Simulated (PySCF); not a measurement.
# Structure elucidation problem

Molecular formula: C6H14Si. Simulated spectra:

$^{1}$H NMR (600 MHz, computed): δ 4.42 (m, 1H), 3.93 (m, 1H), 2.70 (m, 1H), 2.23 (m, 1H), 2.09 (m, 1H), 1.95 (m, 1H), 1.71 (m, 1H), 1.49 (m, 1H), 1.14 (d, 3H), 0.14 (m, 3H).

$^{13}$C{$^{1}$H} NMR (computed): δ 33.0, 29.0, 24.3, 22.9, 20.5, -5.6.

[PySCF: geometry: GFN2-xTB; shieldings: GIAO PBE0/pcSseg-1; single conformer; gas phase; rapidly exchanging positions averaged; non-relativistic]

δ = σ(ref) − σ, references computed at the same level: TMS for $^{1}$H (31.72 ppm), $^{13}$C (186.93 ppm).

Task: Which candidate is it?
A. C[C@@H]1C[Si@@H](C)[C@@H]1C
B. C[SiH2][C@@H]1CC[C@@H]1C
C. C=C(C)[Si](C)(C)C

Result: B. 

- Rings plus π bonds: 1 (1 ring in the answer).
- 6 carbon signals for 6 carbons: no two carbons are equivalent.
- Carbon types of the structure: 2 × CH, 2 × CH2, 2 × CH3, leaving 2 H on heteroatoms.
- δC 29.0, 20.5: sp3 CH2 in a ring; a saturated carbon with 2 carbon neighbours and no heteroatom attached.
- δC 22.9: methyl carbon; saturated and bonded to C and H only.
- δC -5.6: methyl carbon bonded to Si; an electropositive neighbour leaves it electron-rich and shielded.
- δH 1.14: hydrogen on a methyl carbon; far from electronegative atoms and π systems.
- δH 0.14: hydrogen on a methyl carbon bonded to Si; an electropositive neighbour shields it, as in TMS itself.

The others: C=C(C)[Si](C)(C)C would give 4 carbon signals, not 6; C[C@@H]1C[Si@@H](C)[C@@H]1C would give 8 signals for carbon-bound and other non-exchanging H, not 10.

Shifts are as computed. Against solution values, carbons near 30 ppm lie about +3 ppm off and those near 130 ppm about +5 ppm. Of 1309 compounds with measured shifts, 239 miss one by over three times the rms of a fit or turn the order of signals round; such compounds aren't used in these exercises. Multiplicities follow the n + 1 count of equivalent neighbours, as no J values were calculated; m marks all less simple cases, F and P coupling included.
